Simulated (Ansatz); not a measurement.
A made-up structure of SnHCl₂ (charge +1), closed shell:

```
4
angstrom
Cl -2.3485 0.1554 -0.4299
Sn 0.1156 0.1656 -0.0279
Cl 1.0484 -2.0182 0.7431
H 1.1845 1.6971 -0.2853
```

It is relaxed with PBE-D4/def2-SVP and then PBE0-D4/def2-TZVP (Ansatz 0.2.0). Atoms count as bonded within 1.22 times the sum of their covalent radii (H–H: 0.88 Å). The end point is not checked to be a true minimum.

Does its bonding change? (A judgement: the text doesn't fix the answer.)

By the calculation: No: no bond forms or breaks.

Where it ends: The first stage lowers the energy by 0.69 eV in 3 steps. It ends as SnHCl₂ ([Cl][SnH][Cl]), total charge +1:
```
4
angstrom
Cl -2.0972 0.1394 -0.3841
Sn 0.1029 0.1475 -0.0248
Cl 0.9368 -1.8020 0.6636
H 1.0574 1.5150 -0.2547
```

Labels in which every atom is bracketed show which atoms are joined, not bond orders.

For scale, one of the runs: PBE0-D4/def2-TZVP relaxation, 130 basis functions, launched by `ansatz run in.yaml --threads 2 --pin off --events-out ev --progress --plain --max-ram 4352MiB`. The run took about 16 s on 2 CPU threads of an Arm Neoverse V1 (shared host).
